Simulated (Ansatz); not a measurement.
Four-centre ligand exchange

Start structure (SiNH₅Cl₂O, singlet), relaxed at PBE0-D4/def2-TZVP:

| atom | x (Å) | y (Å) | z (Å) |
| --- | --- | --- | --- |
| Si1 | -0.4775 | -0.9179 | -0.6359 |
| N2 | 1.0248 | -0.1836 | -0.2856 |
| Cl3 | -0.3389 | -2.6387 | -1.7396 |
| Cl4 | -1.3235 | -1.4129 | 1.1546 |
| H5 | -1.3249 | 0.0250 | -1.3789 |
| H6 | 0.2787 | 1.4617 | 0.7648 |
| O7 | -0.2573 | 2.2083 | 1.0668 |
| H8 | 1.6814 | -0.6823 | 0.2980 |
| H9 | 1.5073 | 0.2774 | -1.0449 |
| H10 | -0.7700 | 1.8628 | 1.8005 |

The step: SiNH₃Cl₂ ([NH2][SiH]([Cl])[Cl]) + H₂O → SiH₂Cl₂O ([OH][SiH]([Cl])[Cl]) + NH₃ (still joined by a long Si–N bond); bonds formed: Si1–O7, N2–H6; bonds broken: H6–O7; bonds weakened to dative contacts: Si1–N2. Ansatz 0.2.0; basis: def2-TZVPP and def2-QZVPP; cores frozen in the correlated methods. Extrapolation: Hartree–Fock as exp(−7.88 √X), correlation as X^−2.97. Energies below are by CCSD(T) at an estimated basis limit (MP2 extrapolated from triple and quadruple zeta, plus CCSD(T) − MP2 in triple zeta).

Task: What are the electronic barrier and the energy of the step, from the start structure to the end structure? (An estimate is asked for; the value comes from the calculation.)

Result: By the calculation: Barrier 97.9 kJ/mol; step energy -46.6 kJ/mol (downhill); reverse barrier, their difference, 144.5 kJ/mol. Barrier and step energy count from the start structure, the reverse barrier from the end structure.

The saddle point: One imaginary mode of 1170i cm⁻¹.
```json
{"pair": "Si1–O7", "start (Å)": "3.57", "saddle (Å)": "1.95", "end (Å)": "1.66"}
{"pair": "N2–H6", "start (Å)": "2.09", "saddle (Å)": "1.28", "end (Å)": "1.01"}
{"pair": "Si1–N2", "start (Å)": "1.71", "saddle (Å)": "1.84", "end (Å)": "2.04"}
{"pair": "H6–O7", "start (Å)": "0.97", "saddle (Å)": "1.21", "end (Å)": "2.54"}
```

Zero-point energy (harmonic, PBE0-D4): ZPE is 165.2 kJ/mol at the start and 160.8 kJ/mol at the saddle, so the barrier goes from 97.9 to 93.5 kJ/mol.

No T1 diagnostic of these runs exceeds 0.010.

The step is the kind of ligand exchange by which a precursor binds to a hydroxyl group, or is hydrolysed, in atomic layer deposition of oxides.

Labels in which every atom is bracketed show which atoms are joined, not bond orders.

For scale, one of the runs: CCSD(T)/def2-TZVPP, 258 basis functions, launched by `ansatz run in.yaml --threads 8 --pin off --events-out ev --progress --plain --max-ram 19148MiB`. Time: 85 s of wall clock on 8 CPU threads of a Oxide Virtual Turin-like; the host was shared. Peak host memory: 5.7 GiB.
